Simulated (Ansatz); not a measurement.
A run of Ansatz (development build ahead of 0.2.0) on singlet H₁₆ at this shape:

```xyz
16

H     1.8265   -0.0301   -0.2985
H     2.2574    0.2518    0.2658
H     0.4945   -0.9016   -2.0427
H     0.9254   -0.6197   -1.4785
H     0.3627    1.8123   -0.1010
H     0.7936    2.0942    0.4632
H    -0.9694    0.9409   -1.8453
H    -0.5385    1.2228   -1.2811
H     0.5385   -1.2228    1.2811
H     0.9694   -0.9409    1.8453
H    -0.7936   -2.0942   -0.4632
H    -0.3627   -1.8123    0.1010
H    -0.9254    0.6197    1.4785
H    -0.4945    0.9016    2.0427
H    -2.2574   -0.2518   -0.2658
H    -1.8265    0.0301    0.2985
```

Its results:

```yaml
Converged: yes
Total_energy: -8.96729 hartree
Spin_squared_of_the_determinant: 0.000
```

(1) Which input gives this output? Name the method, the orbitals and the basis set, and write the input.

## Answers

(1) RHF in def2-SVP. An unrestricted run that stays on the closed shell gives the same numbers.

```yaml
crystal:
  periodic: [false, false, false]
  atoms:
    - { symbol: H, position_ang: [1.8265, -0.0301, -0.2985] }
    - { symbol: H, position_ang: [2.2574, 0.2518, 0.2658] }
    - { symbol: H, position_ang: [0.4945, -0.9016, -2.0427] }
    - { symbol: H, position_ang: [0.9254, -0.6197, -1.4785] }
    - { symbol: H, position_ang: [0.3627, 1.8123, -0.101] }
    - { symbol: H, position_ang: [0.7936, 2.0942, 0.4632] }
    - { symbol: H, position_ang: [-0.9694, 0.9409, -1.8453] }
    - { symbol: H, position_ang: [-0.5385, 1.2228, -1.2811] }
    - { symbol: H, position_ang: [0.5385, -1.2228, 1.2811] }
    - { symbol: H, position_ang: [0.9694, -0.9409, 1.8453] }
    - { symbol: H, position_ang: [-0.7936, -2.0942, -0.4632] }
    - { symbol: H, position_ang: [-0.3627, -1.8123, 0.101] }
    - { symbol: H, position_ang: [-0.9254, 0.6197, 1.4785] }
    - { symbol: H, position_ang: [-0.4945, 0.9016, 2.0427] }
    - { symbol: H, position_ang: [-2.2574, -0.2518, -0.2658] }
    - { symbol: H, position_ang: [-1.8265, 0.0301, 0.2985] }
basis:
  gaussian: { orbitals: def2-SVP }
hamiltonian:
  xc: hf
```
